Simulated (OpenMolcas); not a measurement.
# Ag2+: effect of the metal basis and ligand basis

Ag2+ with 6 ligands (chloride) in octahedral coordination (Oh) at 2.7 Å. A charge of +0.667 e stands 2.6 Å behind each ligand.

```
Program             : OpenMolcas
Method              : CASSCF
Spin-orbit coupling : state interaction with AMFI integrals over the reference wave functions
```

Fixed: active space 9 electrons in 5 orbitals (4d), DKH2 Hamiltonian.

States (labels of O, the rotations of Oh). Energies in cm-1 above the lowest state or level, χT in cm3 K/mol; 10Dq is the gap between the two states.

```json
{"Run": "A", "Metal basis": "ANO-RCC-VDZP", "Ligand basis": "ANO-RCC-VDZP", "Ground state": "2E", "First state of that spin": "2T2 5899", "10Dq": "5899", "First gap with spin-orbit (degeneracies)": "4725 (4, 2)", "χT at 300 K": "0.722", "Cost": "roughly 17 core-seconds"}
{"Run": "B", "Metal basis": "ANO-RCC-VTZP", "Ligand basis": "ANO-RCC-VTZP", "Ground state": "2E", "First state of that spin": "2T2 5688", "10Dq": "5688", "First gap with spin-orbit (degeneracies)": "4551 (4, 2)", "χT at 300 K": "0.737", "Cost": "roughly 100 core-seconds"}
```

Against A, |10Dq| changes by -3.6 % in B.

Costs are those of the RASSCF and RASSI steps.

An orbital doublet at a regular site is open to a Jahn-Teller distortion, which this geometry leaves out. With metal d orbitals alone the field can be off either way by tens of per cent. Ligand-to-metal charge-transfer states are missing. No measured value stands beside these numbers; the geometry is a model, was not optimised and need not be the one that this ion takes.
